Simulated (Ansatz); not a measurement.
Two isomers of C4H3F3: A = `C=C(F)/C(F)=C/F`, B = `FC1C=CC1(F)F`.

Gas-phase electronic energies from Ansatz, PBE0-D4/def2-TZVP geometries. CCSD(T)/CBS adds triple-zeta CCSD(T) − MP2 to the extrapolated MP2 energy (def2 sets, frozen cores). DFT in def2-TZVPP. B3LYP here is the variant with VWN-RPA as its local correlation; programs differ in this. One conformer a species, not always the lowest.

Problem. Which is lower in electronic energy at CCSD(T)/CBS, and by how much? (Estimate.)

Solution. Computed: B, by 13.3 kJ/mol.

Problem. Give E(B) − E(A) in kJ/mol with B3LYP, CCSD/def2-TZVPP, HF/def2-TZVPP, B2PLYP, r2SCAN-D4, LDA (SPW92), PBE-D4. (Estimate.)

Solution. Ansatz gave: B3LYP 14.1, CCSD/def2-TZVPP -13.0, HF/def2-TZVPP -7.8, B2PLYP 2.0, r2SCAN-D4 4.1, LDA (SPW92) -7.3, PBE-D4 2.7. The order is the other way round with B3LYP, B2PLYP, r2SCAN-D4, PBE-D4.

Problem. Does the order hold for the free energy at 298.15 K (harmonic terms from PBE0-D4)? (Best estimate.)

Solution. Ansatz gave: Yes: G(B) − G(A) = -6.8 kJ/mol, for one conformer each.

Largest T1 diagnostic: 0.013.

Leaving LDA and LC-ωPBE aside and taking each functional with its dispersion term where it has one, the values, not all of them listed here, spread over 48.3 kJ/mol, from PBE-QIDH to BLYP-D4. LDA lies −10.9 kJ/mol from PBE without D4. At CCSD(T), def2-SVP lies +5.3 kJ/mol from the extrapolated value and def2-TZVPP +2.5 kJ/mol.
